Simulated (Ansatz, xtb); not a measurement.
C4H5FN2Si: which of two isomers lies lower

We compare a, `Fc1ncncc1[SiH3]`, a singlet, with b, `Fc1cncnc1[SiH3]`, a singlet. Both are isolated molecules in the gas phase, relaxed with PBE0-D3(BJ)/def2-SVP.

a (Å):

```yaml
atoms:
  - { symbol: C, position_ang: [0.6291, 1.5118, 2.1366] }
  - { symbol: C, position_ang: [0.3150, 3.5310, 3.0444] }
  - { symbol: C, position_ang: [-0.7761, 3.0734, 1.1222] }
  - { symbol: C, position_ang: [-0.2253, 1.7894, 1.0635] }
  - { symbol: F, position_ang: [1.2094, 0.3238, 2.1865] }
  - { symbol: N, position_ang: [0.9080, 2.3387, 3.1101] }
  - { symbol: N, position_ang: [-0.5155, 3.9438, 2.0980] }
  - { symbol: Si, position_ang: [-0.5806, 0.5477, -0.3045] }
  - { symbol: H, position_ang: [0.5403, 4.2339, 3.8548] }
  - { symbol: H, position_ang: [-1.4634, 3.4132, 0.3380] }
  - { symbol: H, position_ang: [0.6797, 0.1837, -1.0136] }
  - { symbol: H, position_ang: [-1.2001, -0.6845, 0.2628] }
  - { symbol: H, position_ang: [-1.5277, 1.2011, -1.2548] }
```

b (Å):

```xyz
13

C     0.6345    2.0190    2.0196
C     0.2132    2.8545    3.0466
C    -1.7387    3.1590    1.9399
C    -0.2129    1.7858    0.9377
F     1.8317    1.4451    2.0627
N    -0.9836    3.4269    3.0021
N    -1.4162    2.3753    0.9163
Si    0.2858    0.6558   -0.5088
H     0.8628    3.0525    3.9072
H    -2.7264    3.6323    1.9053
H     1.5293    1.1817   -1.1457
H     0.5544   -0.7200    0.0043
H    -0.8374    0.6424   -1.4829
```

Quicker runs give these differences E(b) − E(a): GFN2-xTB +23.5 kJ/mol; HF/STO-3G +25.7 kJ/mol (at GFN2-xTB geometries); r2SCAN-D4/def2-SVP +51.7 kJ/mol (at GFN2-xTB geometries).

**Question.** Estimate E(b) − E(a) at the level CCSD(T)/def2-SVP + ΔMP2/def2-TZVPP.

**Answer.** Calculated at CCSD(T)/def2-SVP + ΔMP2/def2-TZVPP: E(b) − E(a) = +48.6 kJ/mol, so structure a lies lower.

The same difference at several levels:

| level | geometry | E(b) − E(a) (kJ/mol) | departure from the last row (kJ/mol) | job, with rough time for the two |
| --- | --- | --- | --- | --- |
| GFN2-xTB | GFN2-xTB | +23.5 | −25.1 | optimisation, 0.15 s |
| HF/STO-3G | GFN2-xTB | +25.7 | −22.9 | single point, 0.79 s |
| r2SCAN-D4/def2-SVP | GFN2-xTB | +51.7 | +3.0 | single point, 4.8 s |
| PBE0-D3(BJ)/def2-SVP | PBE0-D3(BJ)/def2-SVP | +50.6 | +2.0 | optimisation, 43 s |
| HF/def2-SVP | PBE0-D3(BJ)/def2-SVP | +59.6 | +10.9 | part of the CCSD(T) run |
| MP2/def2-SVP | PBE0-D3(BJ)/def2-SVP | +47.5 | −1.1 | part of the CCSD(T) run |
| CCSD(T)/def2-SVP | PBE0-D3(BJ)/def2-SVP | +48.4 | −0.2 | single point |
| CCSD(T)/def2-SVP + ΔMP2/def2-TZVPP | PBE0-D3(BJ)/def2-SVP | +48.6 |  | single point, 93 s |

As drawn, both hold the same kinds of bond in the same numbers.

None of the levels shown reverses the order. The largest departure from CCSD(T)/def2-SVP + ΔMP2/def2-TZVPP is that of GFN2-xTB, 25.1 kJ/mol. The last row adds to CCSD(T) the change of the MP2 difference between the two basis sets, here +0.2 kJ/mol.

With thermal terms from frequencies at re-optimised GFN2-xTB minima (ideal gas, soft modes damped towards free rotors, one conformer each, 298.15 K, 1 atm): on the last row, ΔE + ΔZPE = +47.2, ΔH = +47.6, ΔG = +46.8 kJ/mol.

The correlated steps freeze 12 core orbitals. Programs: Ansatz 0.2.0, xtb 6.7.1; the last row on 2 threads of Intel(R) Xeon(R) Platinum 8488C (Sapphire Rapids) on a shared host.
